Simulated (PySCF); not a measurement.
Compound: C6H9N3.
Atom-mapped SMILES: `[CH2:1]=[CH:2][c:3]1[cH:4][n:5][n:6]([CH2:7][CH3:8])[n:9]1`

Geometry (GFN2-xTB, Å), atoms numbered from 1 in this order:
```
atom  x, y, z in Å
C1     3.5924   -0.7198   -0.2399
C2     2.5025   -0.2901    0.3832
C3     1.2408   -0.0265   -0.2662
C4     0.8473   -0.1652   -1.6119
N5    -0.4173    0.2052   -1.7137
N6    -0.7640    0.5508   -0.4954
C7    -2.0921    0.9819   -0.1672
C8    -2.9908   -0.2127    0.1384
N9     0.1780    0.4303    0.4021
H10    3.6091   -0.9016   -1.3013
H11    4.5096   -0.9035    0.2922
H12    2.5020   -0.1080    1.4489
H13    1.4026   -0.4974   -2.4636
H14   -2.4787    1.5389   -1.0231
H15   -2.0168    1.6369    0.7029
H16   -2.6019   -0.7672    0.9889
H17   -3.0365   -0.8753   -0.7223
H18   -3.9949    0.1297    0.3714
```

NICS is the negative of the GIAO shielding at a point without a nucleus: at the ring centre (0) and 1 Å above and below it (1); zz is the component along the ring normal. Level: GIAO PBE0/pcSseg-1 (PySCF, non-relativistic, gas phase) on the GFN2-xTB geometry, one conformer.

Ring bond lengths (Å), with Mayer bond orders in brackets: C3–C4 1.409 (1.28), C4–N5 1.322 (1.52), N5–N6 1.313 (1.23), N6–N9 1.307 (1.24), N9–C3 1.336 (1.41).

Q: Give the NICS values of each ring in ppm.

A: 
```csv
ring,type,NICS(0),"NICS(1), two faces","NICS(1)zz, two faces",rms pucker (Å),"centre to ring atoms, mean (Å)"
C3–C4–N5–N6–N9,5-membered ring with 3 N; formal bonds all aromatic,-12.2,-12.6 / -12.6,-31.2 / -30.2,0.00,1.14
```

Q: What can be read from them?

A: 
- C3–C4–N5–N6–N9: mean NICS(1)zz -30.7 ppm, shielded, aromatic by this magnetic criterion (flat ring, no four-coordinate atom).

Q: What does the geometric index give? Use HOMA with the parameters of Krygowski (1993).

A: 
- C3–C4–N5–N6–N9: HOMA 0.97; the largest term is that of C3–C4, α(R − Ropt)² = 0.11. The geometric and the magnetic index point the same way.

Q: List the ring angles and the Hirshfeld charges of the ring atoms.

A: 
- C3–C4–N5–N6–N9: C3 106.8° (+0.010 e), C4 108.3° (-0.033 e), N5 104.8° (-0.133 e), N6 115.0° (+0.101 e), N9 105.2° (-0.131 e); sum 540.0° against 540° for a flat convex ring.

Q: What are the shieldings of the ring atoms and their hydrogens in the same run (means over atoms taken as equivalent)?

A: 
| atoms | environment | σ isotropic (ppm) | principal values of the symmetric part, first atom (ppm) |
| --- | --- | --- | --- |
| C3 | substituted aromatic carbon | 34.6 | -25.9, 13.7, 115.9 |
| C4 | aromatic CH next to a ring nitrogen | 51.4 | -30.5, 49.5, 135.1 |
| N5 | pyridine-type nitrogen | -95.8 | -320.7, -131.9, 165.3 |
| N6 | pyrrole-type nitrogen | -13.3 | -132.3, 11.6, 80.7 |
| N9 | pyridine-type nitrogen | -94.1 | -319.2, -118.9, 155.9 |
| H13 | aromatic hydrogen | 23.75 | 21.0, 23.9, 26.3 |
